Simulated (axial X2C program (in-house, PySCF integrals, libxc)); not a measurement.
# Low determinants of TcP⁺ at the PBE0 level, two-component

Calculated with an in-house relativistic program for diatomic molecules. Two-component (2c) means X2C with spin–orbit coupling and atomic mean-field two-electron Coulomb and Gaunt terms. Basis: Tc dyall-cv3z [12s12p8d5f3g], P dyall-v3z [8s7p2d1f] (cores contracted in-house); Gaussian nuclei, density fitting, unrestricted open shells. Masses: Tc 98.907 u, P 30.974 u.

Search at 2.107 Å (vertical energies from the lowest determinant):

```csv
ΔE (eV),state,electrons beyond evenly filled partner blocks,"electrons in ±ω = 1/2, 3/2, 5/2, 7/2"
0.00,Ω = 3/2,"ω = 1/2, ω = -3/2, ω = 5/2",39 15 3 0
0.97,Ω = 5/2,ω = 5/2,38 16 3 0
1.12,Ω = 1/2,"ω = -1/2, ω = -3/2, ω = 5/2",39 15 3 0
1.15,Ω = 3/2,ω = 3/2,38 15 4 0
1.59,Ω = 1/2,"2 × ω = 3/2, ω = -5/2",38 16 3 0
1.69,Ω = 1/2,ω = 1/2,39 16 2 0
1.89,Ω = 7/2,"ω = -1/2, ω = 3/2, ω = 5/2",39 15 3 0
```

Lowest determinant, Ω = 3/2 (⟨Sz⟩ = 1.50, ⟨Lz⟩ = 0.00 at PBE0): Re = 2.096 Å, ωe = 415.5 cm⁻¹.

The determinant in row 2 of the search, Ω = 5/2 (⟨Sz⟩ = 0.50, ⟨Lz⟩ = 2.00 at PBE0), was followed along the bond at PBE0; measured from the minimum of the lowest determinant it gives:

Te = 0.875 eV (7054 cm⁻¹), Re = 2.010 Å, ωe = 539.5 cm⁻¹.

Compare the bond of the determinant in row 2 with that of the lowest one.

At PBE0 its Re is 0.086 Å shorter and its force constant, which goes as ωe², is 1.69 times that of the lowest determinant. T0 ≈ Te + Δωe/2 = 7054 + (62) = 7116 cm⁻¹.

The search compares states at one distance, so a state with another bond length can lie lower; it is not exhaustive and yields mostly the lowest determinant of each block pattern, so other components and higher states of one pattern are missing. These are energies of single determinants, not of spin-adapted states; PBE0 term energies can be off by some tenths of an eV, and the functional has no current term.
